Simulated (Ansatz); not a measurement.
Geometry optimisation, RKS B3LYP-D4/def2-SVP in Ansatz 0.2.0.

Input:

```yaml
crystal:
  periodic: [false, false, false]
  atoms:
    - { symbol: Se, position_ang: [-0.6938, 0.3686, -1.7886] }
    - { symbol: C, position_ang: [-0.0312, -0.3336, -0.1882] }
    - { symbol: C, position_ang: [0.8212, -0.2679, 0.8261] }
    - { symbol: O, position_ang: [0.0398, -1.3034, 0.7673] }
    - { symbol: H, position_ang: [-1.7594, 1.221, -1.0068] }
    - { symbol: H, position_ang: [1.6656, 0.2512, 1.344] }
basis:
  gaussian: { orbitals: def2-SVP }
hamiltonian:
  xc: b3lyp
  dispersion: d4
relax:
  f_tol: 0.02
  max_steps: 40
scf:
  lower_state_search: "off"
```

Run as:

```bash
$ ansatz run input.yaml --threads 1 --pin off --max-ram 2048MiB --backend cpu --events-out ev --progress --plain --runs-dir out
```

Task: Where does it end, and by what steps?

Result: The forces met the threshold. After 18 steps the energy has fallen by 2.634 eV; C2 moved furthest, 0.86 Å. The start is strongly strained (largest force component 10 eV/Å), so its close contacts needn't be bonds. Parted: C2–O4.

| step | energy less start (eV) | largest force component (eV/Å) | accepted |
| --- | --- | --- | --- |
| 0 | 0.0000 | 9.575 | yes |
| 1 | -0.9354 | 4.099 | yes |
| 2 | -1.2997 | 0.807 | yes |
| 3 | -1.3463 | 0.695 | yes |
| 4 | -1.3892 | 1.061 | yes |
| 5 | -1.5702 | 0.965 | yes |
| 6 | -1.8430 | 1.372 | yes |
| 7 | -2.0853 | 1.344 | yes |
| 8 | -2.3770 | 1.180 | yes |
| 9 | -2.5058 | 0.976 | yes |
| 10 | -2.5698 | 0.611 | yes |
| 11 | -2.2585 | 3.034 | no |
| 12 | -2.6172 | 0.237 | yes |
| 13 | -2.6217 | 0.425 | yes |
| 14 | -2.6310 | 0.282 | yes |
| 15 | -2.6327 | 0.161 | yes |
| 16 | -2.6330 | 0.143 | yes |
| 17 | -2.6339 | 0.033 | yes |
| 18 | -2.6340 | 0.017 | yes |

```xyz
6
Properties=species:S:1:pos:R:3
Se -0.680 0.287 -1.540
C -0.333 0.371 0.204
C 0.660 -0.498 0.781
O 0.480 -1.621 1.216
H -1.729 1.347 -1.603
H 1.644 0.049 0.896
```

Time of the run: 35 s on 1 thread of Intel(R) Xeon(R) Platinum 8488C (Sapphire Rapids), with other jobs on the host, peak memory 0.18 GiB.
